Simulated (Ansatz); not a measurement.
Consider the isomerisation: `CC[Si]O` → `O=CC[SiH3]`.

Calculated with Ansatz (gas phase, PBE0-D4/def2-TZVP geometries, no zero-point term in ΔE). CCSD(T)/CBS is the MP2 limit (def2-TZVPP, def2-QZVPP) plus CCSD(T) − MP2 in def2-TZVPP, frozen cores. Functionals use def2-TZVPP. HSE06 is defined as in plane-wave codes. Each species was taken in one conformer, which may not be the lowest.

(1) Is it downhill or uphill in electronic energy at CCSD(T)/CBS, and by how much? (Estimate.)

(2) What do these levels give: r2SCAN-D4, B97M-V, CAM-B3LYP-D4, PBE0, r2SCANh, HSE06, CAM-B3LYP, MP2/def2-SVP, CCSD(T)/def2-SVP, MP2/def2-TZVPP, CCSD/def2-TZVPP, HF/def2-QZVPP? (An estimate is asked.)

Largest T1 diagnostic among the species: 0.014.

## Answers

(1) Ansatz gave: Uphill: ΔE = +0.78 eV.

(2) Ansatz gave: r2SCAN-D4 0.62, B97M-V 0.71, CAM-B3LYP-D4 0.70, PBE0 0.70, r2SCANh 0.64, HSE06 0.70, CAM-B3LYP 0.69, MP2/def2-SVP 0.37, CCSD(T)/def2-SVP 0.36, MP2/def2-TZVPP 0.73, CCSD/def2-TZVPP 0.72, HF/def2-QZVPP 0.44 eV.

At CCSD(T), def2-SVP lies −0.41 eV from the extrapolated value and def2-TZVPP −0.06 eV. From r2SCAN to r2SCAN0 (25 % exact exchange), in def2-TZVPP and without D4, ΔE moves by +0.06 eV.
